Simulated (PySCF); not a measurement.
NMR problem set

Theoretical values (PySCF 2.14.0 with density-fitted response routines): geometry: GFN2-xTB, NMR shieldings at PBE0/pcSseg-1/GIAO. Fast rotation and ring inversion assumed for equivalent nuclei, in vacuum, one conformer, no relativistic terms.

Referencing at the same level of theory: ¹H and ¹³C against TMS. Splittings of carbon signals by F and P are missing where no couplings were computed. Where no couplings were computed, multiplicities follow the n + 1 count of equivalent neighbours, and m marks all less simple cases (inequivalent or close neighbours, rings, F or P nearby). Shifts are as computed. Against solution values, carbons near 30 ppm lie about +3 ppm off and those near 130 ppm about +5 ppm. Of 1309 compounds with measured shifts, 239 miss one by over three times the rms of a fit or turn the order of signals round; such compounds aren't used in these exercises.

(1) C4H9FO2Si2. ¹H NMR (600 MHz, computed): δ 6.14 (m, 1H), 5.16 (m, 1H), 5.05 (m, 1H), 4.82 (m, 1H), 4.68 (m, 1H), 4.31 (m, 1H), 3.69 (s, 3H). ¹³C{¹H} NMR (computed): δ 184.5, 115.5, 99.2, 58.5. Give a structure.

(2) C7H5NSi. ¹H NMR (400 MHz, computed): δ 7.13 (d, 1H), 4.74 (s, 2H), 4.00 (d, 1H), 3.53 (s, 1H). ¹³C{¹H} NMR (computed): δ 146.7 (CH), 131.5 (C), 121.7 (C), 110.3 (CH), 100.1 (CH), 88.8 (C), 86.2 (C). Give a structure.

Answers

(1) `C1=C(F)[SiH2]O[C@H](OC)[SiH2]1`. The formula gives 2 degrees of unsaturation (1 ring in the answer). 4 carbon signals for 4 carbons: no two carbons are equivalent. Carbon types of the structure: 1 × C, 2 × CH, 1 × CH3, leaving 4 H on heteroatoms. δC 184.5: fully substituted alkene carbon. δC 115.5: alkene CH; the olefinic region. δC 99.2: sp3 carbon bearing two oxygens; 2 electronegative neighbours deshield it. δC 58.5: methyl carbon bonded to O; deshielded by the electronegative neighbour.

The shifts were computed for this structure.

(2) `InChI=1S/C7H5NSi/c1-3-5-7(4-2)9-6-8/h1-2,5H,9H2/b7-5-`. The formula gives 7 degrees of unsaturation (no ring in the answer). 7 carbon signals for 7 carbons: no two carbons are equivalent. Carbon types of the structure: 4 × C, 3 × CH, leaving 2 H on heteroatoms. δC 146.7: alkene CH; the olefinic region. δC 131.5: fully substituted alkene carbon; the olefinic region. δC 121.7: nitrile carbon; typical of a nitrile. δC 88.8, 86.2: alkyne carbon; sp carbons lie upfield of alkene carbons because the cylindrical π system leaves one tensor component strongly shielded.

The data come from this structure; uniqueness wasn't tested.
